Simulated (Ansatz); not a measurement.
Job for Ansatz (a program for electronic structure): R-CCSD(T)/cc-pV(T+d)Z on CH5Al (SMILES [CH3][AlH2]), atoms moved off the minimum. Files ending in .json are basis or fitting sets from the Basis Set Exchange.

Ansatz 0.2 input:
```yaml
crystal:
  periodic: [false, false, false]
  atoms:
    - {symbol: Al, position_ang: [0.12979806, -0.34390347, -0.62155104]}
    - {symbol: H, position_ang: [-1.32027934, -0.50166257, -1.57113146]}
    - {symbol: H, position_ang: [1.40653147, -0.98619687, -1.20144068]}
    - {symbol: C, position_ang: [-0.00219396, 0.60427373, 1.06075487]}
    - {symbol: H, position_ang: [-0.19192449, 1.69655705, 0.90796603]}
    - {symbol: H, position_ang: [0.82682165, 0.40182457, 1.58630886]}
    - {symbol: H, position_ang: [-1.06582724, 0.29403141, 1.57035452]}
basis:
  gaussian:
    orbitals: cc-pV_T+d_Z.json
magnetization: {spin_polarized: false}
correlation: {method: ccsd_t, electrons: outside_noble_gas}
scf: {lower_state_search: off}
output: {forces: true}
```

The log:

```
WARN ansatz: RAYON_NUM_THREADS=1 ignored (pool sized by the plan → 1); use --threads N
Functional definition: HF
these checks for a lower state are left out or cut short: starts, cluster_reference, orbital_swaps, neighbouring_geometries, increment
integrals: 0.28 GiB planned
778 factors; integrals over basis functions are off by at most 1.0e-3 eV
mean field: 0.25 GiB planned
mean field evaluation 1: about -7690.3488 eV, gradient 2.6e1 eV
mean field evaluation 2: about -7690.3483 eV, gradient 2.6e1 eV
mean field evaluation 4: about -7692.1999 eV, gradient 2.2e0 eV
mean field evaluation 8: about -7692.2225 eV, gradient 3.5e-4 eV
mean field -7692.22254725 eV, -282.6839646356 hartree, gradient 3.9e-6 eV, S^2 0.000000; 0 other end points of the search recorded, 0 dependent functions left out
6 core orbitals not correlated
reference -7692.22254725 eV, -282.6839646356 hartree; 6, 6 occupied and 127, 127 virtual orbitals, 778 factors
densities: 1.17 GiB planned
second order -7.38443678 eV of doubles, -0.00000000 eV of singles
coupled cluster: 0.69 GiB planned
cycle   1  -7.99751805 eV  change   -6.1e-1 eV  update   6.3e-2
cycle   2  -8.26722145 eV  change   -2.7e-1 eV  update   2.1e-2
cycle   3  -8.29169811 eV  change   -2.4e-2 eV  update   6.1e-3
cycle   4  -8.29062108 eV  change    1.1e-3 eV  update   1.8e-3
cycle   5  -8.29049523 eV  change    1.3e-4 eV  update   5.1e-4
cycle   6  -8.29039606 eV  change    9.9e-5 eV  update   1.6e-4
cycle   7  -8.29038362 eV  change    1.2e-5 eV  update   4.6e-5
cycle   8  -8.29039204 eV  change   -8.4e-6 eV  update   1.5e-5
cycle   9  -8.29038954 eV  change    2.5e-6 eV  update   4.4e-6
perturbative correction -0.26133465 eV, -0.0096038712 hartree
the calculation of the forces begins
Total energy: -7700.77427143 eV, -282.9982347030 hartree
Atom 0 at     0.129798    -0.343903    -0.621551 Å, force    -2.095498     0.008196    -1.144100 eV/Å
Atom 1 at    -1.320279    -0.501663    -1.571131 Å, force     1.232374     0.118643     0.766032 eV/Å
Atom 2 at     1.406531    -0.986197    -1.201441 Å, force     0.563892    -0.217652    -0.095409 eV/Å
Atom 3 at    -0.002194     0.604274     1.060755 Å, force    -5.789245     0.847653    -1.448850 eV/Å
Atom 4 at    -0.191924     1.696557     0.907966 Å, force     0.576595    -0.659416     0.093471 eV/Å
Atom 5 at     0.826822     0.401825     1.586309 Å, force     2.752826    -0.434934     2.657081 eV/Å
Atom 6 at    -1.065827     0.294031     1.570355 Å, force     2.759056     0.337511    -0.828224 eV/Å
Dipole moment:     0.117119     0.080335     0.188603 e Å
Checks for a lower state left out: starts, cluster_reference, orbital_swaps, neighbouring_geometries, increment
```

The calculation finished and met its thresholds.

Cost: roughly 60 core-seconds.
